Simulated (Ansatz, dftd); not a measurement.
Reaction: CH2NO+ (SMILES [NH2+]=C=O) → CH2NO+ (SMILES N=C=[OH+])
Each species at its own B3LYP-D3(BJ)/def2-TZVP minimum (Ansatz, a quantum-chemistry and plane-wave program), one conformer.

Quantity: isomerisation energy (electronic), in kcal/mol. Radicals and triplets start from unrestricted determinants; spin-orbit coupling is neglected. Cores are frozen in correlated methods. Rows without X2C or -DK are non-relativistic. CBS(X,Y): correlation extrapolated as X^-3, Hartree-Fock from the larger set (Q,5: extrapolated as (X+1)exp(-9√X)). A bracket is a step between two methods taken in the basis named. Functionals run without relativity, which enters their misses. Double hybrids freeze cores in their MP2 part. '+ core + X2C': CCSD(T) terms for core correlation (cc-pwCVTZ) and scalar relativity (cc-pVTZ-DK).

```
level                                                                            program  isomerisation energy (kcal/mol)  difference against the last row
------------------------------------------------------------------------  --------------  -------------------------------  -------------------------------
wB97X-V/def2-TZVPD                                                                Ansatz                             17.8                              0.9
B2GP-PLYP-D3(BJ)/def2-TZVPD                                               Ansatz + dftd3                             17.4                              0.5
CCSD/cc-pVDZ                                                                      Ansatz                             20.1                              3.2
CCSD(T)/CBS(cc-pVTZ,cc-pVQZ) + core + X2C                                         Ansatz                             16.7                             -0.2
CCSDT(Q)/cc-pVDZ                                                                  Ansatz                             20.5                              3.6
CCSDT(Q)/cc-pVTZ                                                                  Ansatz                             17.4                              0.5
CCSD(T)/CBS(cc-pVQZ,cc-pV5Z) + [CCSDT(Q) - CCSD(T)]/cc-pVTZ + core + X2C          Ansatz                             16.9                              0.0
```
